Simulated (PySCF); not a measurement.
# Electronic structure of Xe (xenon, neutral) at the UHF level

Configuration: [Kr] 4d10 5s1 5p6 5d1, high-spin 3D determinant (an excited configuration). All numbers are calculated (PySCF 2.14, a scalar-relativistic core potential, in aug-cc-pwCVTZ-PP with ECP28MDF (8s7p6d4f1g, 96 functions)).

- Total energy: -327.365786 hartree
- One-electron energy: -566.9456 hartree
- Hartree (Coulomb) energy: 261.9602 hartree
- Exchange energy: -22.3804 hartree
- ⟨S²⟩: 2.0117
- ⟨L²⟩: 6.036
- Sum of ⟨r⟩: 33.97 bohr
- Sum of ⟨r²⟩: 68.20 bohr²
- Traceless quadrupole moment −½Σ⟨3z² − r²⟩ along its main axis: 4.35 e·bohr²

| shell | electrons | mean orbital energy (eV) | spread (eV) | rms radius, mean of both spins (bohr) |
| --- | --- | --- | --- | --- |
| 4s α | 1 | -233.60 | 0 | 0.768 |
| 4s β | 1 | -232.80 | 0 | 0.768 |
| 4p α | 3 | -171.90 | 0.056 | 0.819 |
| 4p β | 3 | -171.45 | 0.104 | 0.819 |
| 4d α | 5 | -77.425 | 0.189 | 0.932 |
| 4d β | 5 | -76.998 | 0.152 | 0.932 |
| 5s α | 1 | -31.953 | 0 | 1.97 |
| 5p α | 3 | -16.293 | 0.237 | 2.40 |
| 5p β | 3 | -12.729 | 0.513 | 2.40 |
| 5d α | 1 | -1.190 | 0 | 3.97 |

Energies and moments cover only the electrons outside the core potential. The outer electron is Rydberg-like, and this basis confines it to a smaller radius and binds it less than a complete one would.
